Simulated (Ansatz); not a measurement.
System: CF6Ge, net charge 0, singlet state. 
Coordinates optimised at B3LYP-D3(BJ)/def2-TZVP (Ansatz, a first-principles code):
SMILES: F[C](F)(F)[Ge]([F])([F])[F]
```xyz
8

F     -1.8075     0.6170     1.0845
C     -1.3318    -0.0555     0.0281
F     -1.7470    -1.3263     0.1136
F     -1.8477     0.4841    -1.0843
Ge     0.6780     0.0283    -0.0143
F      1.2247     1.6478    -0.1237
F      1.3018    -0.8277    -1.3604
F      1.3530    -0.6584     1.4023
```

Property: atomisation energy (electronic, to ground-state atoms), in kJ/mol. Correlated levels leave the core frozen unless marked. UHF or UKS for open shells. No spin-orbit coupling. The frozen core is the preceding noble-gas configuration, with the filled d and f shells of earlier blocks. No relativistic terms. The coupled-cluster limit lacks core correlation, which all-electron functionals hold. CBS marks a two-point X^-3 extrapolation of the correlation energy; Hartree-Fock from the larger set.

| level | program | atomisation energy (kJ/mol) |
|---|---|---|
| HF/6-31G | Ansatz | 1618.0 |
| HF/aug-cc-pVQZ | Ansatz | 2075.6 |

Q: What does CCSD(T)/CBS(cc-pVTZ,cc-pVQZ) (Ansatz) give?

A: 3174.6 kJ/mol, so HF/aug-cc-pVQZ differs from it by -1099.0 kJ/mol.
